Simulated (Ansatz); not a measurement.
**Molecular dynamics of Al$_{16}$HO**

The input (input.yaml):

```yaml
crystal:
  lattice:
    - [5.727565, 0.0, 0.0]
    - [2.863782, 4.960217, 0.0]
    - [0.0, 0.0, 18.014806]
  atoms:
    - { symbol: Al, position: [0.0, 0.0, 0.0555099] }
    - { symbol: Al, position: [0.5, 0.0, 0.0555099] }
    - { symbol: Al, position: [0.0, 0.5, 0.0555099] }
    - { symbol: Al, position: [0.5, 0.5, 0.0555099] }
    - { symbol: Al, position: [0.16743196, 0.16767987, 0.18597866] }
    - { symbol: Al, position: [0.663581, 0.16821989, 0.18588421] }
    - { symbol: Al, position: [0.16749511, 0.66482752, 0.18596988] }
    - { symbol: Al, position: [0.66540358, 0.66732146, 0.18750258] }
    - { symbol: Al, position: [-0.16408676, 0.32678731, 0.30668214] }
    - { symbol: Al, position: [0.33271083, 0.33361353, 0.30618115] }
    - { symbol: Al, position: [-0.16403468, 0.83731317, 0.30666675] }
    - { symbol: Al, position: [0.32583723, 0.83708168, 0.30733948] }
    - { symbol: Al, position: [-0.00602847, 0.00312629, 0.48895417] }
    - { symbol: Al, position: [0.49636014, 0.00139369, 0.44472661] }
    - { symbol: Al, position: [-0.00187627, 0.50098281, 0.44351395] }
    - { symbol: Al, position: [0.49631237, 0.50228692, 0.44473777] }
    - { symbol: O, position: [-0.03529425, 0.01732782, 0.58489689] }
    - { symbol: H, position: [0.11686399, -0.05745813, 0.61842461] }
basis:
  ecutwfc: 420.0
kpoints:
  mp_grid: { grid: [2, 2, 1] }
hamiltonian:
  xc: pbe
  pseudopotentials: { kind: paw, azcp: { folder: soft_1 } }
scf:
  occupations: { method: fermi_dirac, width: 0.15 }
  lower_state_search: "off"
  max_iter: 77
md:
  timestep: 0.5
  n_steps: 200
  ensemble: nvt_nose_hoover
  temperature: 750.0
  initial_velocities: maxwell_boltzmann
  seed: 210083
  nose_hoover: { tau: 3.0, chain_length: 1 }
  constraints: [{ sites: [0, 1, 2, 3] }]
```

Command:

```bash
$ ansatz run input.yaml --threads 1 --pin off --max-ram 3072MiB --backend cpu --events-out ev --progress --plain --runs-dir out
```

It starts from a relaxed structure.

Output, in part (step lines):

```
md step     0: t =     0.00 fs  T =   750.0 K  F+E_penalty+E_count = -9179.83271725 eV  E_kin = 1.357230 eV  conserved = -9178.47548726 eV  (13 SCF iters)
md step     1: t =     0.50 fs  T =   749.5 K  F+E_penalty+E_count = -9179.83176493 eV  E_kin = 1.356281 eV  conserved = -9178.47549030 eV  (6 SCF iters)
md step     2: t =     1.00 fs  T =   747.8 K  F+E_penalty+E_count = -9179.82868891 eV  E_kin = 1.353278 eV  conserved = -9178.47549129 eV  (6 SCF iters)
md step     3: t =     1.50 fs  T =   745.1 K  F+E_penalty+E_count = -9179.82348753 eV  E_kin = 1.348383 eV  conserved = -9178.47549003 eV  (6 SCF iters)
md step     4: t =     2.00 fs  T =   741.5 K  F+E_penalty+E_count = -9179.81619415 eV  E_kin = 1.341897 eV  conserved = -9178.47548650 eV  (6 SCF iters)
md step     5: t =     2.50 fs  T =   737.3 K  F+E_penalty+E_count = -9179.80687578 eV  E_kin = 1.334232 eV  conserved = -9178.47548074 eV  (3 SCF iters)
md step     6: t =     3.00 fs  T =   732.7 K  F+E_penalty+E_count = -9179.79562832 eV  E_kin = 1.325890 eV  conserved = -9178.47547307 eV  (3 SCF iters)
md step     7: t =     3.50 fs  T =   728.0 K  F+E_penalty+E_count = -9179.78257074 eV  E_kin = 1.317420 eV  conserved = -9178.47546386 eV  (3 SCF iters)
[... lines left out ...]
md step   199: t =    99.50 fs  T =   688.9 K  F+E_penalty+E_count = -9178.51097247 eV  E_kin = 1.246684 eV  conserved = -9178.47537773 eV  (2 SCF iters)
md step   200: t =   100.00 fs  T =   696.8 K  F+E_penalty+E_count = -9178.51208521 eV  E_kin = 1.261012 eV  conserved = -9178.47537266 eV  (7 SCF iters)
```

The steps, from the saved trajectory:

```json
{"time (fs)": "0", "T (K)": "750", "potential energy less start (eV)": "0.000", "conserved less start (meV/atom)": "0.00"}
{"time (fs)": "3", "T (K)": "733", "potential energy less start (eV)": "0.037", "conserved less start (meV/atom)": "0.00"}
{"time (fs)": "6", "T (K)": "714", "potential energy less start (eV)": "0.137", "conserved less start (meV/atom)": "0.01"}
{"time (fs)": "9", "T (K)": "743", "potential energy less start (eV)": "0.262", "conserved less start (meV/atom)": "0.01"}
{"time (fs)": "12", "T (K)": "796", "potential energy less start (eV)": "0.371", "conserved less start (meV/atom)": "0.01"}
{"time (fs)": "15", "T (K)": "780", "potential energy less start (eV)": "0.459", "conserved less start (meV/atom)": "0.01"}
{"time (fs)": "18", "T (K)": "707", "potential energy less start (eV)": "0.558", "conserved less start (meV/atom)": "0.01"}
{"time (fs)": "21", "T (K)": "689", "potential energy less start (eV)": "0.687", "conserved less start (meV/atom)": "0.01"}
{"time (fs)": "24", "T (K)": "760", "potential energy less start (eV)": "0.844", "conserved less start (meV/atom)": "0.01"}
{"time (fs)": "27", "T (K)": "821", "potential energy less start (eV)": "1.014", "conserved less start (meV/atom)": "0.01"}
{"time (fs)": "30", "T (K)": "768", "potential energy less start (eV)": "1.159", "conserved less start (meV/atom)": "0.02"}
{"time (fs)": "33", "T (K)": "707", "potential energy less start (eV)": "1.250", "conserved less start (meV/atom)": "0.02"}
{"time (fs)": "36", "T (K)": "744", "potential energy less start (eV)": "1.283", "conserved less start (meV/atom)": "0.02"}
{"time (fs)": "39", "T (K)": "821", "potential energy less start (eV)": "1.259", "conserved less start (meV/atom)": "0.02"}
{"time (fs)": "42", "T (K)": "791", "potential energy less start (eV)": "1.193", "conserved less start (meV/atom)": "0.01"}
{"time (fs)": "45", "T (K)": "702", "potential energy less start (eV)": "1.117", "conserved less start (meV/atom)": "0.01"}
{"time (fs)": "48", "T (K)": "687", "potential energy less start (eV)": "1.061", "conserved less start (meV/atom)": "0.01"}
{"time (fs)": "51", "T (K)": "753", "potential energy less start (eV)": "1.051", "conserved less start (meV/atom)": "0.00"}
{"time (fs)": "54", "T (K)": "790", "potential energy less start (eV)": "1.099", "conserved less start (meV/atom)": "0.01"}
{"time (fs)": "57", "T (K)": "749", "potential energy less start (eV)": "1.168", "conserved less start (meV/atom)": "0.01"}
{"time (fs)": "60", "T (K)": "728", "potential energy less start (eV)": "1.197", "conserved less start (meV/atom)": "0.02"}
{"time (fs)": "63", "T (K)": "761", "potential energy less start (eV)": "1.188", "conserved less start (meV/atom)": "0.01"}
{"time (fs)": "66", "T (K)": "771", "potential energy less start (eV)": "1.192", "conserved less start (meV/atom)": "0.01"}
{"time (fs)": "69", "T (K)": "727", "potential energy less start (eV)": "1.235", "conserved less start (meV/atom)": "0.01"}
{"time (fs)": "72", "T (K)": "707", "potential energy less start (eV)": "1.307", "conserved less start (meV/atom)": "0.01"}
{"time (fs)": "75", "T (K)": "757", "potential energy less start (eV)": "1.384", "conserved less start (meV/atom)": "0.01"}
{"time (fs)": "78", "T (K)": "804", "potential energy less start (eV)": "1.450", "conserved less start (meV/atom)": "0.01"}
{"time (fs)": "81", "T (K)": "762", "potential energy less start (eV)": "1.507", "conserved less start (meV/atom)": "0.01"}
{"time (fs)": "84", "T (K)": "709", "potential energy less start (eV)": "1.543", "conserved less start (meV/atom)": "0.02"}
{"time (fs)": "87", "T (K)": "739", "potential energy less start (eV)": "1.547", "conserved less start (meV/atom)": "0.02"}
{"time (fs)": "90", "T (K)": "809", "potential energy less start (eV)": "1.509", "conserved less start (meV/atom)": "0.02"}
{"time (fs)": "93", "T (K)": "791", "potential energy less start (eV)": "1.437", "conserved less start (meV/atom)": "0.01"}
{"time (fs)": "96", "T (K)": "708", "potential energy less start (eV)": "1.364", "conserved less start (meV/atom)": "0.01"}
{"time (fs)": "99", "T (K)": "683", "potential energy less start (eV)": "1.324", "conserved less start (meV/atom)": "0.01"}
```

The run went to its last step. The conserved energy stayed within 0.018 meV per atom of its start (net change 0.0063 meV per atom), so the integration is sound. A run of 0.1 ps of so small a system gives no equilibrium averages. Limits of this set-up: coarse k mesh, slab without dipole correction, odd electron count without spin.

Mean squared displacements from the first frame to the last: Al 0.28 Å², O 0.46 Å², H 2.23 Å².

Last frame:

```xyz
18
Lattice="5.7276 0.0000 0.0000 2.8638 4.9602 0.0000 0.0000 0.0000 18.0148" Properties=species:S:1:pos:R:3
Al 0.000 0.000 1.000
Al 2.864 0.000 1.000
Al 1.432 2.480 1.000
Al 4.296 2.480 1.000
Al 1.429 0.800 3.203
Al 4.502 0.854 3.318
Al 2.925 3.297 3.267
Al 5.803 3.594 3.239
Al 0.057 1.332 5.684
Al 2.941 0.968 5.336
Al 1.582 3.667 5.537
Al 4.325 3.985 5.382
Al -0.714 -0.149 9.029
Al 1.722 0.114 7.805
Al 0.545 2.528 8.313
Al 3.582 2.184 7.758
O -0.113 -0.592 10.570
H -0.681 -1.193 11.094
```

The run took 11 min on 1 thread of Intel(R) Xeon(R) Platinum 8488C (Sapphire Rapids) (shared host), peak memory 0.75 GiB.
